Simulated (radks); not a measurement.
Question: Successive ionisation energies (eV) of one element, from differences of total energies of ions in their ground configurations, starting at charge 22: 1012.7, 1080.0, 1134.0, 1243.2, 1292.8, 3129.9, 3281.8, 3436.0, 3592.1, 3822.4, 3985.1, 4213.3, 4340.8, 18312.9, 18865.2. All-electron calculation, Dirac Kohn-Sham, relativistic LDA (MacDonald-Vosko exchange, VWN5 correlation), spin-unpolarised, spherical densities, finite nucleus; open shells fill j = l - 1/2 first; Fermi nuclear charge, rms radius 4.2036 fm. Program: a radial shooting solver on a logarithmic mesh with Libxc functionals. Which element is it?

Answer: Rubidium (Z = 37). The first species listed is Rb22+ in [Ne] 3s2 3p3, the last Rb36+ in 1s1.
